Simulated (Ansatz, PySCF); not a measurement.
This Ansatz (a program for electronic structure) input computes a PBE0/def2-TZVPD energy:

Ansatz 0.2 input:
```yaml
crystal:
  periodic: [false, false, false]
  atoms:
    - {symbol: Bi, position_ang: [0.20241205, 0.09192565, 0.07165577]}
    - {symbol: F, position_ang: [-1.09530629, 0.66388195, -1.26837122]}
    - {symbol: F, position_ang: [-0.77138265, -1.51164069, 0.60754579]}
basis:
  gaussian:
    orbitals: def2-TZVPD
hamiltonian:
  xc: {name: PBE0}
total_charge: 1
output: {forces: true}
```

Question: Write an input for the same energy in PySCF and say what it gives.

Answer: 
```python
from pyscf import gto, scf, dft

mol = gto.M(
    atom='''
    Bi    0.20241205    0.09192565    0.07165577
    F    -1.09530629    0.66388195   -1.26837122
    F    -0.77138265   -1.51164069    0.60754579
    ''',
    basis='def2-tzvpd',
    ecp='def2-tzvp',
    charge=1,
    spin=0,
    verbose=4,
)

mf = dft.RKS(mol, xc='pbe0').density_fit(auxbasis='def2-universal-jkfit')
mf.grids.level = 3
mf.conv_tol = 1e-9
mf.max_cycle = 100
mf.max_memory = 1500
mf.kernel()
if not mf.converged:
    mf = mf.newton()
    mf.kernel(mf.make_rdm1())
mf.analyze()
```
It gives -413.95634 Eh, and Ansatz -413.95633 Eh, a difference of 0.01 mEh.

It need not be the lowest isomer of its formula.
